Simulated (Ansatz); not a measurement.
`CC#[C][SnH3]`. The species carries charge 0 and has multiplicity 1. Sn: def2 effective core potential. All single points use the PBE0-D4/def2-TZVP geometry.

```xyz
10

C     1.630   -0.710   -1.535
C     0.624   -0.272   -0.589
C    -0.216    0.093    0.201
Sn   -1.652    0.720    1.556
H     2.635   -0.503   -1.159
H     1.515   -0.196   -2.492
H     1.552   -1.785   -1.717
H    -2.745   -0.559    1.821
H    -2.465    2.067    0.904
H    -0.876    1.145    3.011
```

(1) What is the dipole moment at ωB97M-V/def2-TZVPP? (Best estimate.)

(2) And with PBE, r2SCAN, B3LYP? (Estimate.)

(3) Give the Mulliken charges with ωB97M-V, r2SCAN, PBE in def2-TZVPP. (Best estimate.)

Answers

(1) The calculation gave: 0.91 D, with components (0.63, -0.28, -0.59) D in this frame, pointing from negative to positive charge.

(2) The calculation gave: PBE 1.00 D, r2SCAN 1.04 D, B3LYP 0.94 D.

(3) Computed: 
| atom | ωB97M-V | r2SCAN | PBE |
| --- | --- | --- | --- |
| C1 | -0.34 | -0.24 | -0.31 |
| C2 | -0.08 | -0.17 | -0.08 |
| C3 | -0.34 | -0.20 | -0.26 |
| Sn4 | 0.64 | 0.75 | 0.63 |
| H5 | 0.13 | 0.08 | 0.12 |
| H6 | 0.13 | 0.08 | 0.12 |
| H7 | 0.13 | 0.08 | 0.12 |
| H8 | -0.09 | -0.12 | -0.11 |
| H9 | -0.09 | -0.12 | -0.11 |
| H10 | -0.09 | -0.12 | -0.11 |

B3LYP here is the variant with VWN-RPA as its local correlation; programs differ in this.
